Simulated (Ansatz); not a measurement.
Q: Name a neutral molecule of B, C, Ga and H with ideal-gas entropy at 298 K and 1 bar (rigid rotor, harmonic PBE0-D4/def2-TZVP) between 344 and 360 J/(mol·K) and LUMO energy (PBE/def2-TZVPP) between -2.25 and -1.95 eV (Ansatz, PBE0-D4/def2-TZVP geometry).

A: `C[B](C)[GaH2]` (353 J/(mol·K), -2.23 eV). Other molecules can fit too; these were computed, each in one conformer that needn't be the lowest.
